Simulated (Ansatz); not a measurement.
SiEt2(OtBu)2 (C₁₂H₂₈O₂Si). Total charge 0; singlet. Geometry r2SCAN-D4/def2-SVP; atoms count from 1.

```xyz
43

Si    0.4283   -0.4018   -0.3263
C     0.3351   -1.4853   -1.8571
C     0.8904   -2.9035   -1.6767
H     0.8380   -0.9798   -2.7035
H    -0.7360   -1.5339   -2.1295
H     0.7011   -3.5330   -2.5617
H     1.9803   -2.8967   -1.5112
H     0.4280   -3.3971   -0.8067
C     2.1933   -0.0197    0.2185
C     2.9077   -1.1452    0.9755
H     2.1417    0.8868    0.8505
H     2.7823    0.2781   -0.6695
H     3.9040   -0.8330    1.3298
H     2.3248   -1.4686    1.8530
H     3.0502   -2.0377    0.3452
O    -0.3520   -1.2803    0.8497
C    -1.0371   -0.8979    2.0495
C    -2.4644   -0.4965    1.6732
C    -1.0361   -2.1374    2.9405
C    -0.3161    0.2632    2.7383
H    -3.0530   -0.2376    2.5681
H    -2.4408    0.3710    0.9968
H    -2.9637   -1.3296    1.1542
H    -1.5156   -2.9779    2.4157
H    -1.5800   -1.9507    3.8797
H    -0.0029   -2.4309    3.1842
H    -0.3047    1.1500    2.0851
H     0.7223   -0.0134    2.9816
H    -0.8255    0.5338    3.6768
O    -0.4261    1.0263   -0.5075
C    -0.4713    2.0569   -1.4959
C    -1.3985    1.6133   -2.6307
C    -1.0420    3.2865   -0.7894
C     0.9325    2.3553   -2.0303
H    -1.5277    2.4171   -3.3729
H    -0.9900    0.7311   -3.1488
H    -2.3881    1.3479   -2.2257
H    -2.0371    3.0557   -0.3771
H    -1.1367    4.1363   -1.4833
H    -0.3854    3.5828    0.0441
H     1.3578    1.4730   -2.5378
H     1.6070    2.6430   -1.2081
H     0.9060    3.1797   -2.7603
```

Single mean-field runs in def2-TZVP are fitted with def2-universal-jkfit.

Q: Estimate the Mulliken populations of the heavy atoms from the PBE0/def2-TZVP orbitals of Ansatz.

A: 
| atom | charge (e) |
| --- | --- |
| Si1 | 0.44 |
| C2 | -0.26 |
| C3 | -0.38 |
| C9 | -0.29 |
| C10 | -0.36 |
| O16 | -0.34 |
| C17 | 0.16 |
| C18 | -0.38 |
| C19 | -0.34 |
| C20 | -0.40 |
| O30 | -0.32 |
| C31 | 0.14 |
| C32 | -0.37 |
| C33 | -0.35 |
| C34 | -0.38 |
Mulliken values depend strongly on the basis.

Q: And the Mayer bond orders between heavy atoms (over 0.3)?

A: Si1–C2 0.98 (1.88 Å); Si1–C9 0.95 (1.89 Å); Si1–O16 1.20 (1.66 Å); Si1–O30 1.13 (1.67 Å); C2–C3 0.98 (1.53 Å); C9–C10 0.99 (1.53 Å); O16–C17 0.93 (1.43 Å); C17–C18 0.98 (1.53 Å); C17–C19 0.98 (1.53 Å); C17–C20 0.97 (1.53 Å); O30–C31 0.94 (1.43 Å); C31–C32 0.99 (1.53 Å); C31–C33 0.98 (1.53 Å); C31–C34 0.98 (1.53 Å).
